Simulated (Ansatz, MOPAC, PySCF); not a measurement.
Bond stretch in CH3Li, SMILES [Li][CH3]. The C1–Li5 bond (C1 also carries H, H, H; Li5 carries nothing else) is stretched with both fragments frozen at the PBE0/def2-TZVP optimised geometry.

RKS-PBE = restricted PBE/cc-pVDZ (Ansatz, a quantum-chemistry and plane-wave program); PM6, restricted, heats of formation (MOPAC); NEVPT2 = SC-NEVPT2 on CASSCF(2,2)/cc-pVDZ, all electrons correlated run with PySCF 2.14.0; UCCSD(T) = CCSD(T) on UHF/cc-pVDZ, 1 core orbital frozen (PySCF).

Energies relative to the lowest point of each curve near equilibrium, in kJ/mol:

```tsv
R / Å	RKS-PBE	PM6	NEVPT2
1.57	97.4	226.0	104.2
1.67	48.5	110.1	53.1
1.78	17.6	39.1	20.6
2.02	0.1	0.1	0.0
2.06	1.3	2.7	0.7
2.29	20.5	40.4	17.7
2.41	35.4	68.2	32.2
2.62	64.4	119.9	61.8
2.93	107.3	191.6	107.3
3.28	150.1	258.6	151.2
3.94	210.6	347.5	196.7
5.87	288.7	465.4	217.8
```

Task: Predict the corresponding UCCSD(T) column.

Result: 1.57: 103.0; 1.67: 52.3; 1.78: 20.3; 2.02: 0.0; 2.06: 0.7; 2.29: 17.5; 2.41: 31.8; 2.62: 62.7; 2.93: 108.7; 3.28: 152.2; 3.94: 199.1; 5.87: 213.5 (kJ/mol).

The restricted form behind RKS-PBE, PM6 keeps the bonding electrons paired and can't separate into open-shell fragments. The unrestricted determinant behind UCCSD(T) is spin-contaminated at 2.62 to 6.88 Å (<S²> up to 1.0, against 0.00 for a pure singlet).
